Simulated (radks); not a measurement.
The numbers below are computed, except where a source is named.
All-electron atom: the germanium ion Ge+ in [Ar] 3d9.5 4s2 4p1 4f0.5 (fractional occupations, a model configuration). Level of theory: scalar-relativistic Kohn-Sham, PBEsol, spin-polarised, spherical densities, finite nucleus; open shells are filled with parallel spins first; Fermi nuclear charge, rms radius 4.0742 fm (a radial shooting solver on a logarithmic mesh with Libxc functionals).

Unscreened Slater integrals over Kohn-Sham orbitals (eV). They are taken over the spin-up orbitals. Empty in this configuration: 5s.

integral,value
"F0(4f,4f)",2.3897
"F2(4f,4f)",1.3625
"F4(4f,4f)",0.92083
"F6(4f,4f)",0.68585
"F0(4f,4p)",2.9544
"F2(4f,4p)",0.31934
"G2(4f,4p)",0.060557
"G4(4f,4p)",0.039028
"F0(4f,4s)",2.9570
"G3(4f,4s)",0.021677
"F0(4f,3d)",2.9589
"F2(4f,3d)",0.036291
"F4(4f,3d)",0.0026096
"G1(4f,3d)",0.0010912
"G3(4f,3d)",0.00060576
"G5(4f,3d)",0.00041016
"F0(4f,5s)",2.8668
"G3(4f,5s)",0.54925
"F0(4p,4p)",10.550
"F2(4p,4p)",5.5590
"F0(4p,4s)",11.454
"G1(4p,4s)",7.5549
"F0(4p,3d)",13.678
"F2(4p,3d)",2.7805
"G1(4p,3d)",1.0254
"G3(4p,3d)",0.89756
"F0(4p,5s)",5.8716
"G1(4p,5s)",0.59658
"F0(4s,4s)",12.690
"F0(4s,3d)",16.121
"G2(4s,3d)",1.5541
"F0(4s,5s)",6.0169
"G0(4s,5s)",0.33909
"F0(3d,3d)",35.105
"F2(3d,3d)",16.440
"F4(3d,3d)",10.268
"F0(3d,5s)",6.4798
"G2(3d,5s)",0.19747
"F0(5s,5s)",4.7034

Derived for the open shells (J is the average intra-shell exchange parameter used in DFT+U). 3d: Racah B = F2/49 - 5 F4/441 = 0.2191 eV, C = 35 F4/441 = 0.8149 eV, C/B = 3.72, F4/F2 = 0.625, J = (F2 + F4)/14 = 1.908 eV. 4p: J = F2/5 = 1.112 eV. 4f: F4/F2 = 0.676, F6/F2 = 0.503, J = (286 F2 + 195 F4 + 250 F6)/6435 = 0.1151 eV.
